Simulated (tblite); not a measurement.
Species: C4H9FNSi2 (doublet state).
SMILES with atom numbers: `[CH3:1][SiH2:2][CH2:3][C@@:4]([F:5])([SiH2:6])[C:7]#[N:8]` (hydrogens: H9, H10, H11 on C1; H12, H13 on Si2; H14, H15 on C3; H16, H17 on Si6)

Computed geometry: GFN2-xTB, gas phase. This method treats the open shell by occupation alone, without spin polarisation.

(1) Give the optimised bond lengths and angles.

Answers

(1) 
```json
{"bond": "C1–Si2", "length (Å)": "1.897"}
{"bond": "Si2–C3", "length (Å)": "1.919"}
{"bond": "C3–C4", "length (Å)": "1.523"}
{"bond": "C4–F5", "length (Å)": "1.402"}
{"bond": "C4–Si6", "length (Å)": "1.941"}
{"bond": "C4–C7", "length (Å)": "1.437"}
{"bond": "C7≡N8", "length (Å)": "1.147"}
{"bond": "C1–H9, C1–H10, C1–H11", "length (Å)": "1.086"}
{"bond": "Si2–H12", "length (Å)": "1.467"}
{"bond": "Si2–H13", "length (Å)": "1.468"}
{"bond": "C3–H14", "length (Å)": "1.093"}
{"bond": "C3–H15", "length (Å)": "1.091"}
{"bond": "Si6–H16, Si6–H17", "length (Å)": "1.458"}
```

Bonds in one row agree within 0.01 Å and their mean is given. A selection of angles:
```json
{"angle": "Si2–C1–H9", "degrees": "111.8"}
{"angle": "H9–C1–H10", "degrees": "107.6"}
{"angle": "C1–Si2–C3", "degrees": "107.5"}
{"angle": "C1–Si2–H12", "degrees": "110.9"}
{"angle": "C1–Si2–H13", "degrees": "109.8"}
{"angle": "C3–Si2–H12", "degrees": "108.5"}
{"angle": "C3–Si2–H13", "degrees": "109.5"}
{"angle": "H12–Si2–H13", "degrees": "110.6"}
{"angle": "Si2–C3–C4", "degrees": "112.3"}
{"angle": "Si2–C3–H14", "degrees": "109.7"}
{"angle": "Si2–C3–H15", "degrees": "111.3"}
{"angle": "C4–C3–H14", "degrees": "108.7"}
{"angle": "C4–C3–H15", "degrees": "107.8"}
{"angle": "H14–C3–H15", "degrees": "106.8"}
{"angle": "C3–C4–F5", "degrees": "109.5"}
{"angle": "C3–C4–Si6", "degrees": "114.9"}
{"angle": "C3–C4–C7", "degrees": "110.5"}
{"angle": "F5–C4–Si6", "degrees": "107.2"}
{"angle": "F5–C4–C7", "degrees": "109.1"}
{"angle": "Si6–C4–C7", "degrees": "105.4"}
{"angle": "C4–Si6–H16", "degrees": "110.0"}
{"angle": "H16–Si6–H17", "degrees": "115.8"}
{"angle": "C4–C7–N8", "degrees": "175.1"}
```

Dihedral angles: C1–Si2–C3–C4 -129° (anticlinal); Si2–C3–C4–F5 -54° (synclinal).

The C–C distances run from 1.437 Å (C4–C7, drawn single) to 1.523 Å (C3–C4, drawn single), a spread of 0.086 Å. Si2 (silicon bonded to 2 C and 2 H) is tetrahedral (angles from 107.5° to 110.9°). Si6 (silicon bonded to C and 2 H) is pyramidal (angles 115.8°, 110.0° and 109.2°, sum 335.0°, 0.47 Å off the plane of its three neighbours). The 3 C–Si bonds span 1.897 Å (C1–Si2, drawn single) to 1.941 Å (C4–Si6, drawn single), a spread of 0.044 Å. Of the pairs four or more bonds apart, Si6···H13 is among the closest relative to their van der Waals radii: 3.19 Å, 97 % of the sum of Bondi's values.

Point group: C1 (no symmetry element, even within 0.4 Å). GFN2-xTB frequencies show an imaginary mode (40i cm⁻¹), so the point is no minimum at that level. Torsions: C1–Si2–C3–C4 -129°, Si2–C3–C4–F5 -54°, C3–C4–Si6–H -172° and 60°. 3 starts were optimised and ended at 0.00, 0.03 and 1.22 kcal/mol (GFN2-xTB); the lowest of these is shown.

One conformer stands for the species.
